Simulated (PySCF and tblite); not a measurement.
Results of a calculation; reference values are marked as such.
C₇H₃ClOS₂, numbered as in [O:1]=[CH:2][c:3]1[cH:4][c:5]2[cH:6][c:7]([Cl:8])[s:9][c:10]2[s:11]1.

Conformers came from 60 starts (ETKDG and KDG, MMFF94s, GFN2-xTB); geometries are GFN2-xTB. Free energies are PBE0-D3(BJ)/6-31G* single points with GFN2-xTB rigid-rotor and vibrational terms (modes under about 100 cm⁻¹ blended into free rotors). Symmetry numbers and mirror images are counted. Conformers within 2.5 kcal/mol (GFN2-xTB free energy) were kept, 4 at most. GIAO shieldings: PBE0/6-31G*. Shifts are against TMS (¹H), TMS (¹³C) at the same level. Programs: PySCF with density fitting and tblite.

Task: What shifts does this protocol give at 298.15 K under fast conformational exchange?

Result: ¹H: 10.01 (H2, 1H), 7.39 (H4, 1H), 6.97 (H6, 1H) ppm. ¹³C: 170.3 (C2), 147.9 (C10), 145.6 (C3), 139.2 (C7), 135.6 (C5), 121.7 (C4), 114.8 (C6) ppm.

Task: How do the conformers differ?

Result: Torsions listed: O1–C2–C3–S11.
| conformer | shape | weight % |
| --- | --- | --- |
| 1 | 0° | 95.6 |
| 2 | 180° | 4.4 |

```
signal      1      2  average
    H2  10.02   9.70    10.01
    H4   7.36   8.00     7.39
    H6   6.97   7.05     6.97
    C2  170.3  169.7    170.3
    C3  145.7  143.8    145.6
    C4  121.9  117.1    121.7
    C5  135.6  136.2    135.6
    C6  114.8  115.4    114.8
    C7  139.2  139.6    139.2
   C10  147.9  147.0    147.9
```

Shifts are unscaled: against experiment ¹³C can be off by 15 ppm or more and ¹H by 0.8 ppm.
